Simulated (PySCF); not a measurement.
# Working out the excitation energy of C²⁺

C²⁺ [He] 2s2 (1S) → C²⁺ [He] 2s1 2p1 (3P). Computed with PySCF 2.14 in aug-cc-pVDZ-DK (4s3p2d, 23 functions), with the spin-free X2C one-electron Hamiltonian (Gaussian nucleus). Frozen: 1s2. Energies in hartree (1 hartree = 27.21139 eV):

```json
{"part": "UHF", "C²⁺ (lower)": "-36.416926", "C²⁺ (upper)": "-36.243756"}
{"part": "CCSD correlation", "C²⁺ (lower)": "-0.071949", "C²⁺ (upper)": "-0.003274"}
{"part": "(T)", "C²⁺ (lower)": "0.000000", "C²⁺ (upper)": "0.000000"}
```

Task: What does Hartree-Fock give?

Result: (-36.243756) − (-36.416926) = 0.173170 hartree = 4.712 eV.

Task: What do CCSD and CCSD(T) give?

Result: The CCSD correlation energies differ by 0.068675 hartree = 1.869 eV and the triples by 0.000000 hartree = 0.000 eV, so CCSD gives 6.581 eV and CCSD(T) 6.581 eV.

A double-zeta basis recovers only part of the correlation energy.

The coupled-cluster amplitudes are large, so a single reference is strained.
